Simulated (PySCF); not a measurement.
Vertical excitations of a molecule C3H7NSi from TDDFT-PBE/def2-SVPD run with PySCF 2.14.0, as energy in eV (oscillator strength): 4.54 (0.003), 5.17 (0.009), 5.21 (0.069), 5.52 (0.087), 5.61 (0.015), 5.92 (0.022), 6.08 (0.002), 6.71 (0.020), 6.88 (0.056), 6.92 (0.001). Lowest triplet (TDA): 3.73 eV. Geometry: ωB97X-D3(BJ)/def2-SVP. Other conformers were not sampled.

Task: Identify the compound among the candidates.
A. [SiH3]N1C=CC1
B. C=C/N=C/[SiH3]
C. C#C[SiH2]CN
D. N[C@H]1C=C[SiH2]1

Result: A, [SiH3]N1C=CC1
